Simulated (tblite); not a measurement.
A tight-binding relaxation on `C#Cc1cc(F)[se]n1`.

Computed with GFN2-xTB geometry optimisation, gas phase (tblite 0.8.0). Start geometry: from a force field or distance geometry. A driver script takes a list of jobs; this job's settings line and coordinates (Å) are shown.

Command:
```bash
OMP_NUM_THREADS=1 python probes_run.py task.json out
```

Input:
```
{"job": {"kind": "relax", "xc": "GFN2-xTB", "basis": "xTB"}, "charge": 0, "multiplicity": 1}
C      2.869500     0.121300    -0.025600
C      1.635500     0.230400     0.045700
C      0.192300     0.367300     0.165200
C     -0.673900    -0.578400    -0.255500
C     -2.006500    -0.328000    -0.084700
F     -3.047900    -1.108700    -0.419300
Se    -2.179100     1.338400     0.660500
N     -0.337500     1.482100     0.681400
H      3.899100     0.028300    -0.103700
H     -0.342600    -1.547900    -0.686400
```

Output:
```
step      E/eV     max force
  0    -610.66172    4.650
  1    -610.59804    9.840
  2    -610.87544    2.847
  3    -610.97486    1.466
  4    -611.00688    0.520
  5    -611.03257    0.712
  6    -611.05238    0.422
  7    -611.05810    0.198
  8    -611.05943    0.081
  9    -611.05979    0.071
... (10 lines left out)
 20    -611.06075    0.023
 21    -611.06080    0.026
 22    -611.06084    0.023
 23    -611.06089    0.024
 24    -611.06094    0.028
 25    -611.06099    0.029
 26    -611.06103    0.022
 27    -611.06105    0.015
 28    -611.06106    0.012
 29    -611.06107    0.009
```

«max force» is the largest atomic force in eV/Å.

Problem. From which step on does the largest force stay under 0.1 eV/Å, and how much energy is left to gain from there?

Solution. From step 8 (0.081 eV/Å), 1.6 meV above the end.

Main results: energy lowered by 9.2 kcal/mol over 29 steps; largest atomic force 0.009 eV/Å at the end.

Problem. Give the final coordinates.

Solution. 0.064 Å rms from the input after alignment:
```
atom  x, y, z in Å
C1     2.7986    0.1465   -0.0164
C2     1.6058    0.2553    0.0673
C3     0.2007    0.3657    0.1572
C4    -0.6686   -0.6731   -0.2877
C5    -1.9642   -0.3187   -0.0900
F6    -3.0324   -1.0507   -0.3897
Se7   -2.1054    1.3724    0.6780
N8    -0.3343    1.4514    0.6633
H9     3.8415    0.0552   -0.0883
H10   -0.3327   -1.5994   -0.7162
```

Run on an Arm Neoverse V2 with one thread, on a shared host.
Labels such as C1 count atoms from 1, the log's own numbers from 0.
